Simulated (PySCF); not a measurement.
lithium hydride (HLi), singlet, at a GFN2-xTB geometry (such geometries of metal compounds can be far from the true shape); DF-WB97M-V/6-311G** in PySCF.

PySCF was given this input:
```python
from pyscf import gto, scf, dft

mol = gto.M(
    atom='''
Li   -0.000000   -0.000000   -0.343562
H     0.000000    0.000000    1.030685
''',
    basis='6-311g**',
    charge=0,
    spin=0,
    verbose=4,
)

mf = dft.RKS(mol)
mf.xc = 'wb97m_v'
mf = mf.density_fit(auxbasis='def2-universal-jkfit')
mf.kernel()
```

Question: What does PySCF print? Leave out banner, timings and long lists.

Answer: 
```
PySCF version 2.14.0

[INPUT] verbose = 4
[INPUT] num. atoms = 2
[INPUT] num. electrons = 4
[INPUT] charge = 0
[INPUT] spin (= nelec alpha-beta = 2S) = 0
[INPUT] symmetry False subgroup None
[INPUT] Mole.unit = angstrom
[INPUT] Symbol           X                Y                Z      unit          X                Y                Z       unit  Magmom
[INPUT]  1 Li     0.000000000000   0.000000000000  -0.343562000000 AA    0.000000000000   0.000000000000  -0.649238086808 Bohr   0.0
[INPUT]  2 H      0.000000000000   0.000000000000   1.030685000000 AA    0.000000000000   0.000000000000   1.947712370697 Bohr   0.0

nuclear repulsion = 1.15520109031346
number of shells = 12
number of NR pGTOs = 39
number of NR cGTOs = 24
basis = 6-311g**
ecp = {}

******** <class 'pyscf.df.df_jk.DFRKS'> ********
method = DFRKS
initial guess = minao
damping factor = 0
level_shift factor = 0
DIIS = <class 'pyscf.scf.diis.CDIIS'>
diis_start_cycle = 1
diis_space = 8
diis_damp = 0
SCF conv_tol = 1e-09
SCF conv_tol_grad = None
SCF max_cycles = 50
direct_scf = False
XC library pyscf.dft.libxc version 7.1.2
    S. Lehtola, C. Steigemann, M. J. T. Oliveira, and M. A. L. Marques,  SoftwareX 7, 1–5 (2018)
XC functionals = wb97m_v
    N. Mardirossian and M. Head-Gordon,  J. Chem. Phys. 144, 214110 (2016)
radial grids:
    Treutler-Ahlrichs [JCP 102, 346 (1995); DOI:10.1063/1.469408] (M4) radial grids

becke partition: Becke, JCP 88, 2547 (1988); DOI:10.1063/1.454033
pruning grids: <function nwchem_prune>
grids dens level: 3
symmetrized grids: False
atomic radii adjust function: <function treutler_atomic_radii_adjust>
** Following is NLC and NLC Grids **
NLC functional = wb97m_v
radial grids:
    Treutler-Ahlrichs [JCP 102, 346 (1995); DOI:10.1063/1.469408] (M4) radial grids

becke partition: Becke, JCP 88, 2547 (1988); DOI:10.1063/1.454033
pruning grids: <function nwchem_prune>
grids dens level: 3
symmetrized grids: False
atomic radii adjust function: <function treutler_atomic_radii_adjust>
small_rho_cutoff = 0
Set gradient conv threshold to 3.16228e-05
Initial guess from minao.
tot grids = 23536
tot grids = 23536
******** <class 'pyscf.df.df.DF'> ********
auxbasis = def2-universal-jkfit
Create RSH-DF object <pyscf.df.df.DF object> for omega=0.3
******** <class 'pyscf.df.df.DF'> ********
auxbasis = auxmol.basis = def2-universal-jkfit
init E= -7.86995429653443
  HOMO = -0.331025059147549  LUMO = -0.0450254439961557  gap/eV = 7.78245
cycle= 1 E= -8.04404231691254  delta_E= -0.174  |g|= 0.14  |ddm|= 0.726
  HOMO = -0.257520286540196  LUMO = -0.0146893651771149  gap/eV = 6.60777
cycle= 2 E= -8.05350846575327  delta_E= -0.00947  |g|= 0.027  |ddm|= 0.195
  HOMO = -0.290314607518521  LUMO = -0.0152872994263591  gap/eV = 7.48387
cycle= 3 E= -8.05386240786718  delta_E= -0.000354  |g|= 0.00539  |ddm|= 0.0307
  HOMO = -0.290479204977946  LUMO = -0.0153504183596107  gap/eV = 7.48664
cycle= 4 E= -8.05392621427059  delta_E= -6.38e-05  |g|= 0.00192  |ddm|= 0.0164
  HOMO = -0.289562120569948  LUMO = -0.0158968947751292  gap/eV = 7.44681
cycle= 5 E= -8.05393676513865  delta_E= -1.06e-05  |g|= 0.000287  |ddm|= 0.00816
  HOMO = -0.289430937607773  LUMO = -0.0159098189421885  gap/eV = 7.44289
cycle= 6 E= -8.05393689548275  delta_E= -1.3e-07  |g|= 3.32e-05  |ddm|= 0.00171
  HOMO = -0.289417566182981  LUMO = -0.0159353793580457  gap/eV = 7.44183
cycle= 7 E= -8.05393689699628  delta_E= -1.51e-09  |g|= 2.44e-06  |ddm|= 0.000352
  HOMO = -0.289418052395421  LUMO = -0.0159341223764611  gap/eV = 7.44188
cycle= 8 E= -8.05393689700303  delta_E= -6.75e-12  |g|= 2.75e-07  |ddm|= 2.24e-05
  HOMO = -0.289418300007167  LUMO = -0.0159343550943918  gap/eV = 7.44188
Extra cycle  E= -8.05393689700307  delta_E= -3.91e-14  |g|= 5.09e-08  |ddm|= 8.91e-07
converged SCF energy = -8.05393689700307
```
